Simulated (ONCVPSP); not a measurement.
**Co: one change to an ONCV potential, before and after**

ONCVPSP 4.0.1 input, shortened (lines: element, Z, core and valence counts, functional; n l f; lmax; l rc ep ncon nbas qcut; lloc lpopt rc5 dvloc0; l nproj debl; icmod fcfact rcfact), PBE, scalar-relativistic:

```
  Co 27.00    4    3        4      upf
    1    0    2.00
    2    0    2.00
    2    1    6.00
    3    0    2.00
    3    1    6.00
    3    2    7.00
    4    0    1.00
    2
    0    1.65    0.00    3    6    5.00
    1    0.90    0.00    4    8    7.70
    2    0.85    0.00    3    8   12.00
    4    5    0.80    6.00
    0    2    1.40
    1    1    2.80
    2    1    1.70
    1    0.30    0.00
```

All-electron outer shells of the reference configuration (PBE, scalar-relativistic, ld1.x):

```tsv
shell	level (eV)	outermost node (bohr)	outermost maximum (bohr)
3s	-111.23	0.31	0.66
3p	-74.47	0.28	0.68
3d	-16.96	–	0.66
4s	-12.76	0.96	2.21
```

Change: s: qcut 6.3; p: qcut 9.8; d: qcut 15.2.

Cutoffs: the cutoffs (Ha) at which the residual kinetic energy of the hardest occupied pseudo-wave falls to 1 and 0.1 mHa per electron; they do not see the model core or the augmentation charge, which bear on the density cutoff. Errors are all-electron minus pseudo energies relative to the spin-unpolarised reference configuration.

Question: Predict the effect on cutoff, ghosts and configuration errors.

Answer: The potential gets softer (233 Ha and 474 Ha → 98 Ha and 132 Ha); both files keep a bound ghost (s); of the 4 tests that both files solve, the error grows in 1 and shrinks in 0 by more than 15 % and 0.3 meV (median size 11.2 → 18.1 meV).

```tsv
quantity	base	changed
cutoff, loose	233 Ha	98 Ha
cutoff, tight	474 Ha	132 Ha
loose cutoff by channel	s 8.6 Ha, p 39 Ha, d 233 Ha	s 10 Ha, p 35 Ha, d 98 Ha
bound ghosts	s	s
GHOST(+) flags under 300 eV	none	none
error for 3p6 3d7 4s2, meV [ΔE -9.03 eV]	-4.5	-4.4
error for 3p6 3d7 4s0, meV [ΔE 16.79 eV]	-17	-17
error for 3p6 3d6 4s0, meV [ΔE 52.66 eV]	+5.3	+20
error for 3p6 3d7 4s0 4p1, meV [ΔE 5.37 eV]	-22	-20
s: phases at 1.68 bohr within 0.05 rad from the reference energy up to (Ha; the scan ends near 5)	to the end of the scan	to the end of the scan
p: phases at 0.91 bohr within 0.05 rad from the reference energy up to (Ha; the scan ends near 5)	to the end of the scan	to the end of the scan
d: phases at 0.86 bohr within 0.05 rad from the reference energy up to (Ha; the scan ends near 5)	to the end of the scan	to the end of the scan
rms error of d²Exc/dni dnj with the model core, mHa	1.04	0.91
```

 A true bound ghost makes a file unfit for plane-wave use even where its test errors are small: the radial tests pick states by their node count and pass the ghost by.
